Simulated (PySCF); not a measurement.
Species: C7H8O2.
SMILES: `O=C(O)[C@@]12CC=C[C@@H]1C2`

Method: TDDFT wB97X-D/def2-SVPD, vertical, gas phase, core orbitals frozen in the response in PySCF 2.14.0, density-fitted response routines. The structure is a single GFN2-xTB conformer in the gas phase; no vibrational or solvent corrections.

Computed states:

```
state  E (eV)       f
   S1    5.89  0.0063
   S2    6.41   0.101
   S3    6.86   0.038
   S4    7.17   0.029
   S5    7.46   0.191
   S6    7.69   0.013
   S7    7.86   0.097
   S8    7.93   0.012
```

Broadening: Gaussians 0.3 eV wide at half height, area fixed by f = 4.319×10⁻⁹ ∫ε dν̃. The width is an assumption, not a result. The curve ends short of the highest state used, and states not computed would add to its high-energy end.

Question: Give the broadened spectrum and its maxima.

Answer: 
(E (eV), ε (L mol⁻¹ cm⁻¹)): (5.44, 1), (5.52, 9), (5.60, 46), (5.68, 154), (5.77, 376), (5.85, 547), (5.93, 542), (6.01, 418), (6.10, 603), (6.18, 1803), (6.26, 4514), (6.34, 7767), (6.42, 9029), (6.51, 6738), (6.59, 3693), (6.67, 2222), (6.75, 2581), (6.84, 3493), (6.92, 3490), (7.00, 3031), (7.08, 3061), (7.17, 4115), (7.25, 6613), (7.33, 11423)

Maxima: 211 nm (5.89 eV), ε about 570, made up of S1 (100%); 193 nm (6.41 eV), ε about 9100, made up of S2 (100%); 180 nm (6.88 eV), ε about 3600, made up of S3 (94%) (ε in L mol⁻¹ cm⁻¹; maxima over ε = 5, shares over 10%). At its high-energy end, 7.33 eV, the curve is still rising (ε about 11000, from S4 and S5).

Question: What would ε be at 6.41 eV, the highest of these maxima, with half the width (0.15 eV)?

Answer: About 18100 L mol⁻¹ cm⁻¹ against 9050, a factor of about 2.00; a lone state at its own centre would give exactly 2.

Question: On this curve, what absorbance would a 10⁻⁴ mol/L sample give at 193 nm over a 1 cm path?

Answer: 193 nm is 6.424 eV, where ε is about 9000 L mol⁻¹ cm⁻¹, so A = ε c l ≈ 0.9 (Beer–Lambert, with the gas-phase spectrum and the assumed width).

Question: Coming from long wavelengths, where does ε first pass 100 L mol⁻¹ cm⁻¹?

Answer: At about 219 nm (5.65 eV), 0.24 eV below S1.
